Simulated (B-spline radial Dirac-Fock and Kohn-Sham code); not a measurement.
# Internal conversion coefficients of Kr at 220 keV

Z = 36 (krypton), transition energy 220 keV. Model: a Dirac-Hartree-Slater potential of the neutral atom with a Latter tail (no hole, which puts coefficients of high multipoles low close above an edge), finite nucleus with surface currents. Program: a radial finite-basis atomic code. Subshells that would emit electrons below 1 keV are left out.

```tsv
subshell	electron energy (keV)	E4	M1	M2	M4	M5
K	205.67	0.992	0.0141	0.0771	1.96	9.90
L1	218.08	0.0932	0.00148	0.00857	0.248	1.34
L2	218.27	0.0751	5.10e-05	0.000554	0.0371	0.268
L3	218.32	0.0662	2.01e-05	0.000322	0.0632	0.603
M1	219.71	0.0152	0.000245	0.00143	0.0421	0.229
M2	219.78	0.0128	8.65e-06	9.42e-05	0.00634	0.0460
M3	219.79	0.0113	3.39e-06	5.47e-05	0.0109	0.105
M4	219.91	6.06e-05	1.12e-08	1.81e-07	6.61e-05	0.000846
M5	219.91	5.46e-05	1.15e-08	6.05e-08	3.13e-05	0.000622
N1	219.97	0.00187	3.01e-05	0.000176	0.00519	0.0283
N2	219.99	0.00113	7.63e-07	8.32e-06	0.000561	0.00407
N3	219.99	0.000979	2.94e-07	4.75e-06	0.000952	0.00916
total		1.27	0.0160	0.0883	2.38	12.5
```

Q: For a pure M2 transition, what fraction of decays emits a photon?

A: 1/(1 + α) = 0.919 with the total α = 0.0883.

Values without a named source are computed, but for edge energies of neutral atoms, which are taken from tables.
